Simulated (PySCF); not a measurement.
Nb(F)5 cation (F5Nb), SMILES [F][Nb]([F])([F])([F])[F] (connectivity only; charge and spin as stated), charge +1, multiplicity 2.

Geometry: r2SCAN-D4/def2-SVP. The geometry has at least one imaginary mode, so it is a saddle point at that level. The multiplicity is an assumed one; no other spin state was optimised. The isomer is the one that the SMILES or the coordinates give; other isomers of the formula were not compared. The def2 effective core potentials stand for the cores of Nb; spin–orbit coupling is left out.

Two levels are set side by side: PBE/def2-TZVP (PySCF) and CAM-B3LYP/def2-TZVP (PySCF). Same geometry, gas phase. Differences are taken from unrounded values.

| quantity | CAM-B3LYP |
|---|---|
| α-spin orbital gap (eV) | 12.02 |
| β-spin orbital gap (eV) | 6.37 |
| mean polarisability (bohr³) | 39.4 |

What does PBE give, and how far is it from CAM-B3LYP? (Estimate from the structure and the level; the computed values follow.)


| quantity | PBE | PBE minus CAM-B3LYP |
|---|---|---|
| α-spin orbital gap (eV) | 6.51 | -5.51 |
| β-spin orbital gap (eV) | 1.02 | -5.35 |
| mean polarisability (bohr³) | 43.8 | 4.4 |

Loosely held outer electrons make PBE densities more polarisable. Differences between two approximate levels are no errors against the true value.

Rough cost on one machine, each run with all the roots and properties that it gave: CAM-B3LYP against PBE within a factor of 2.
